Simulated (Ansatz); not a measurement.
`OP([SiH3])S` and `OP[SiH3]` differ in one atom or group.

Ansatz, PBE0-D4/def2-TZVP geometries, multiplicity 1. Each molecule was computed in one conformer, which needn't be the lowest.

| property | `OP([SiH3])S` |
| --- | --- |
| HOMO energy (ωB97M-V/def2-TZVPP) / eV | -9.14 |
| ideal-gas entropy at 298 K and 1 bar (rigid rotor, harmonic PBE0-D4/def2-TZVP) / J/(mol·K) | 348 |
| size of the dipole moment (PBE/def2-TZVPP) / D | 0.84 |
| HOMO–LUMO gap (ωB97M-V/def2-TZVPP) / eV | 10.41 |
| HOMO–LUMO gap (PBE/def2-TZVPP) / eV | 4.57 |
| LUMO energy (PBE/def2-TZVPP) / eV | -1.42 |

(1) Give the same properties after the change, and the shifts. (Estimate.)

Answers

(1) Computed: 
```json
{"property": "HOMO energy (ωB97M-V/def2-TZVPP) / eV", "`OP[SiH3]`": "-9.17", "shift": "-0.03"}
{"property": "ideal-gas entropy at 298 K and 1 bar (rigid rotor, harmonic PBE0-D4/def2-TZVP) / J/(mol·K)", "`OP[SiH3]`": "310", "shift": "-38"}
{"property": "size of the dipole moment (PBE/def2-TZVPP) / D", "`OP[SiH3]`": "0.86", "shift": "0.02"}
{"property": "HOMO–LUMO gap (ωB97M-V/def2-TZVPP) / eV", "`OP[SiH3]`": "10.37", "shift": "-0.04"}
{"property": "HOMO–LUMO gap (PBE/def2-TZVPP) / eV", "`OP[SiH3]`": "4.34", "shift": "-0.23"}
{"property": "LUMO energy (PBE/def2-TZVPP) / eV", "`OP[SiH3]`": "-1.57", "shift": "-0.15"}
```

The zero-point energy changes by -4.4 kJ/mol with -3 modes. Dipoles are sizes alone; their direction can turn.
